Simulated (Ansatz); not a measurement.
Sr₄ (the lowest singlet isomer of a short search) was relaxed with PBE0 (def2-TZVP) in Ansatz in these states: neutral quintet, neutral singlet, neutral triplet. The geometries follow in no particular order.

In the def2 sets Sr takes a core potential; there is no spin–orbit coupling.

A:

```xyz
4

Sr   -1.0747   -0.4996    2.1957
Sr   -1.5705   -1.0100   -1.6552
Sr    2.3376   -0.8194    0.3007
Sr    0.3076    2.3291   -0.8411
```

B:

Cartesian coordinates in Å:
```
Sr -0.217 -1.735 1.686
Sr 0.727 1.969 0.940
Sr -2.353 0.154 -0.668
Sr 1.842 -0.388 -1.959
```

C:

```xyz
4

Sr    1.419    1.383   -1.611
Sr   -0.209    1.236    2.226
Sr    1.116   -2.266    0.381
Sr   -2.326   -0.353   -0.996
```

Judge from the bond lengths which geometry belongs to which state (an estimate).

A is the neutral triplet (Sr3–Sr4 3.916 Å, Sr1–Sr3 3.916 Å, Sr2–Sr3 4.374 Å); B is the neutral quintet (Sr3–Sr4 4.422 Å, Sr1–Sr3 3.698 Å, Sr2–Sr3 3.920 Å); C is the neutral singlet (Sr3–Sr4 4.171 Å, Sr1–Sr3 4.168 Å, Sr2–Sr3 4.174 Å).

At PBE0/def2-TZVP a singlet lies 0.66 eV below the neutral triplet. At PBE0/def2-TZVP a singlet lies 1.56 eV below the neutral quintet. These are the stationary points nearest to one start from a short search; other shapes may lie lower in each state.
